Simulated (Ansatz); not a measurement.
`O[SiH2][Si](O)(Cl)Cl` + H₂ → `O[SiH](Cl)Cl` + `O[SiH3]`  (hydrogenolysis of the Si–Si bond)

Computed with Ansatz on PBE0-D4/def2-TZVP structures; ΔE is electronic, products minus reactants. CCSD(T)/CBS adds triple-zeta CCSD(T) − MP2 to the extrapolated MP2 energy (def2 sets, frozen cores). This one scheme is used for every species. One conformer a species, not always the lowest.

`O[SiH2][Si](O)(Cl)Cl`:

```xyz
10

O    -0.389    2.132    0.699
Si   -1.077    0.862   -0.093
Si    0.305   -1.024    0.024
O     1.797   -0.548   -0.436
Cl    0.396   -1.828    1.914
Cl   -0.384   -2.519   -1.208
H     0.509    2.367    0.460
H    -2.367    0.584    0.579
H    -1.311    1.150   -1.535
H     2.522   -1.176   -0.404
```

H₂:

```xyz
2

H     0.093   -0.305    0.193
H    -0.093    0.305   -0.193
```

`O[SiH](Cl)Cl`:

Z-matrix (Å, degrees):
```
Si
Cl 1 2.042
Cl 1 2.041 2 107.4
O 1 1.621 2 111.2 3 -121.9
H 1 1.467 2 109.8 3 119.4
H 4 0.959 1 119.4 2 59.9
```

`O[SiH3]`:

Cartesian coordinates in Å:
```
O -0.960 0.822 0.214
Si 0.304 -0.230 0.105
H -1.419 1.054 -0.594
H -0.122 -1.547 -0.442
H 0.811 -0.399 1.486
H 1.386 0.300 -0.769
```

```json
{"species": "`O[SiH2][Si](O)(Cl)Cl`", "HF/def2-QZVPP energy (Eh)": "-1649.30476"}
{"species": "H₂", "HF/def2-QZVPP energy (Eh)": "-1.13348"}
{"species": "`O[SiH](Cl)Cl`", "HF/def2-QZVPP energy (Eh)": "-1284.23803"}
{"species": "`O[SiH3]`", "HF/def2-QZVPP energy (Eh)": "-366.22391"}
```

Question: Work out ΔE.

Answer: ΔE = (-1284.23803) + (-366.22391) − (-1649.30476) − (-1.13348) = -0.02370 Eh = -62.2 kJ/mol. CCSD(T)/CBS gives -26.7 kJ/mol.

Largest T1 diagnostic among the species: 0.011.

From PBE to PBE0 (25 % exact exchange), in def2-TZVPP and without D4, ΔE moves by −8.2 kJ/mol. The D4 term adds +15.9 kJ/mol with B3LYP and +9.1 kJ/mol with PBE0; it sums over pairs of atoms, weighted by their polarisabilities, and B3LYP, whose exchange is more repulsive, gets the larger term.

B3LYP here is the variant with VWN-RPA as its local correlation; programs differ in this.
